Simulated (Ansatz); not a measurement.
Pulling on the In1–H2 bond in ClFHIn (SMILES [F][InH][Cl]) (multiplicity 1 held, fragments rigid). Energies count from the point at 1.694 Å.
Geometry at that point (charge 0, multiplicity 1):
| atom | x (Å) | y (Å) | z (Å) |
|---|---|---|---|
| In | -0.0947 | -0.4182 | 0.2022 |
| H | -1.0212 | -1.8132 | 0.4545 |
| F | 1.5781 | -0.1126 | 1.1639 |
| Cl | -0.5023 | 1.3717 | -1.2258 |

Signs of static correlation in def2-SVP, with CASSCF(2,2), from Ansatz (an electronic-structure program) runs.

```json
[
 {"R (Å)": "1.355", "T1 of restricted CCSD": "0.014", "⟨S²⟩ of UHF": "0.000", "largest double amplitude of restricted CCSD": "0.039", "weight of the CASSCF reference in MRCISD": "0.909", "CASSCF natural occupations": "1.98 0.02"},
 {"R (Å)": "1.524", "T1 of restricted CCSD": "0.015", "⟨S²⟩ of UHF": "0.000", "largest double amplitude of restricted CCSD": "0.039", "weight of the CASSCF reference in MRCISD": "0.909", "CASSCF natural occupations": "1.98 0.02"},
 {"R (Å)": "1.694", "T1 of restricted CCSD": "0.015", "⟨S²⟩ of UHF": "0.000", "largest double amplitude of restricted CCSD": "0.042", "weight of the CASSCF reference in MRCISD": "0.909", "CASSCF natural occupations": "1.97 0.03"},
 {"R (Å)": "1.863", "T1 of restricted CCSD": "0.015", "⟨S²⟩ of UHF": "0.000", "largest double amplitude of restricted CCSD": "0.040", "weight of the CASSCF reference in MRCISD": "0.909", "CASSCF natural occupations": "1.96 0.04"},
 {"R (Å)": "2.032", "T1 of restricted CCSD": "0.015", "⟨S²⟩ of UHF": "0.000", "largest double amplitude of restricted CCSD": "___", "weight of the CASSCF reference in MRCISD": "0.909", "CASSCF natural occupations": "1.94 0.06"},
 {"R (Å)": "2.286", "T1 of restricted CCSD": "0.016", "⟨S²⟩ of UHF": "___", "largest double amplitude of restricted CCSD": "0.149", "weight of the CASSCF reference in MRCISD": "0.910", "CASSCF natural occupations": "1.90 0.10"},
 {"R (Å)": "2.540", "T1 of restricted CCSD": "0.018", "⟨S²⟩ of UHF": "0.561", "largest double amplitude of restricted CCSD": "0.219", "weight of the CASSCF reference in MRCISD": "0.910", "CASSCF natural occupations": "1.83 0.17"},
 {"R (Å)": "2.964", "T1 of restricted CCSD": "0.023", "⟨S²⟩ of UHF": "0.855", "largest double amplitude of restricted CCSD": "0.361", "weight of the CASSCF reference in MRCISD": "0.910", "CASSCF natural occupations": "1.65 0.35"},
 {"R (Å)": "3.387", "T1 of restricted CCSD": "0.030", "⟨S²⟩ of UHF": "0.956", "largest double amplitude of restricted CCSD": "0.517", "weight of the CASSCF reference in MRCISD": "0.910", "CASSCF natural occupations": "1.44 0.56"},
 {"R (Å)": "3.895", "T1 of restricted CCSD": "0.036", "⟨S²⟩ of UHF": "0.994", "largest double amplitude of restricted CCSD": "0.681", "weight of the CASSCF reference in MRCISD": "0.910", "CASSCF natural occupations": "1.25 0.75"},
 {"R (Å)": "4.573", "T1 of restricted CCSD": "0.038", "⟨S²⟩ of UHF": "1.005", "largest double amplitude of restricted CCSD": "0.817", "weight of the CASSCF reference in MRCISD": "0.910", "CASSCF natural occupations": "1.10 0.90"},
 {"R (Å)": "5.419", "T1 of restricted CCSD": "0.036", "⟨S²⟩ of UHF": "1.007", "largest double amplitude of restricted CCSD": "0.888", "weight of the CASSCF reference in MRCISD": "0.910", "CASSCF natural occupations": "1.03 0.97"}
]
```

Question: Fill in the missing entries.

Answer: 
- 2.032, largest double amplitude of restricted CCSD: 0.083
- 2.286, ⟨S²⟩ of UHF: 0.155

Doubts at one or more of the structures used: a restricted determinant that unrestricted orbitals would lower (R-CCSD(T)/def2-SVP); other coupled-cluster roots lie near (R-CCSD(T)/def2-SVP); a spin-contaminated determinant (U-CCSD(T)/def2-SVP); T1 above 0.05 (U-CCSD(T)/def2-SVP).
